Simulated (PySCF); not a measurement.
## Working out the excitation energy of Ge

Ge [Ar] 3d10 4s2 4p2 (3P) → Ge [Ar] 3d10 4s2 4p1 5s1 (3P). Calculation: PySCF 2.14, in aug-cc-pVTZ-PP with ECP10MDF (6s5p4d2f, 55 functions); scalar relativity through the core potential. Frozen: 3s2 3p6 3d10. Energies in hartree (1 hartree = 27.21139 eV):

```
            part   Ge (lower)   Ge (upper)
             UHF  -293.352850  -293.188145
CCSD correlation    -0.065283    -0.059581
             (T)    -0.001900    -0.001567
```

Problem. What does Hartree-Fock give?

Solution. (-293.188145) − (-293.352850) = 0.164705 hartree = 4.482 eV.

Problem. What do CCSD and CCSD(T) give?

Solution. The CCSD correlation energies differ by 0.005702 hartree = 0.155 eV and the triples by 0.000333 hartree = 0.009 eV, so CCSD gives 4.637 eV and CCSD(T) 4.646 eV.

Measured between the centres of the two terms (NIST): 4.648 eV, so CCSD(T) (valence) is off by -0.002 eV.

What remains against the reference includes basis incompleteness, the frozen core and higher excitations.
